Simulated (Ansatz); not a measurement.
Reactions of `[SiH3][Sn]([SiH3])([Cl])[Cl]`.

Computed with Ansatz on PBE0-D4/def2-TZVP structures; ΔE is electronic, products minus reactants. CBS: MP2 limit from def2 TZ/QZ plus the TZ coupled-cluster correction, frozen cores. This one scheme is used for every species. DFT in def2-TZVPP. B3LYP here is the variant with VWN-RPA as its local correlation; programs differ in this. def2 core potentials past Kr. For In, Se, Sn, Zn outer-core shells are correlated without core-valence functions, which leaves a few kJ/mol of doubt a bond. Scalar relativity is left out up to krypton. One conformer a species, not always the lowest.

| reaction | ωB97M-V (kJ/mol) | ωB97X-V (kJ/mol) | B3LYP-D4 (kJ/mol) | r2SCAN-D4 (kJ/mol) | CCSD(T)/CBS(def2) (kJ/mol) |
| --- | --- | --- | --- | --- | --- |
| `[SiH3][Sn]([SiH3])([Cl])[Cl]` + `[NH2][Zn][OH]` → `[NH2][Zn][O][SiH3]` + `[SiH3][SnH]([Cl])[Cl]` | -73 | -74 | -67 | -66 | -70 |
| `[SiH3][Sn]([SiH3])([Cl])[Cl]` + H–F → `[F][Sn]([SiH3])([Cl])[Cl]` + SiH₄ | -29 | -33 | -27 | -29 | -21 |
| `[SiH3][Sn]([SiH3])([Cl])[Cl]` + `CB(C)O` → `CB(C)O[SiH3]` + `[SiH3][SnH]([Cl])[Cl]` | -45 | -45 | -41 | -39 | -43 |
| `[SiH3][Sn]([SiH3])([Cl])[Cl]` + `[NH2][AlH][SeH]` → `[SiH3][NH][AlH][SeH]` + `[SiH3][SnH]([Cl])[Cl]` | -19 | -18 | -13 | -12 | -16 |
| `[SiH3][Sn]([SiH3])([Cl])[Cl]` + `CC[SiH](N)F` → `CC[SiH](N)[SiH3]` + `[F][Sn]([SiH3])([Cl])[Cl]` | 147 | 138 | 142 | 139 | 144 |
| `[SiH3][Sn]([SiH3])([Cl])[Cl]` + `N=C1C[SiH2]1` → `[SiH3]/N=C1\C[SiH2]1` + `[SiH3][SnH]([Cl])[Cl]` | 1 | 2 | 4 | 4 | 5 |
| `[SiH3][Sn]([SiH3])([Cl])[Cl]` → `[Cl][Sn][Cl]` + disilane | 29 | 34 | 10 | 27 | 33 |
| `[SiH3][Sn]([SiH3])([Cl])[Cl]` + `C[CH2][InH][OH]` → `C[CH2][InH][O][SiH3]` + `[SiH3][SnH]([Cl])[Cl]` | -77 | -77 | -72 | -71 | -75 |
| `[SiH3][Sn]([SiH3])([Cl])[Cl]` + `NC(O)O` → `NC(O)O[SiH3]` + `[SiH3][SnH]([Cl])[Cl]` | -48 | -48 | -43 | -42 | -43 |
| `[SiH3][Sn]([SiH3])([Cl])[Cl]` + `O[SiH2][SeH]` → `O[SiH2][Se][SiH3]` + `[SiH3][SnH]([Cl])[Cl]` | -30 | -29 | -22 | -27 | -29 |

Largest T1 diagnostic: 0.017, for `[NH2][Zn][OH]`.
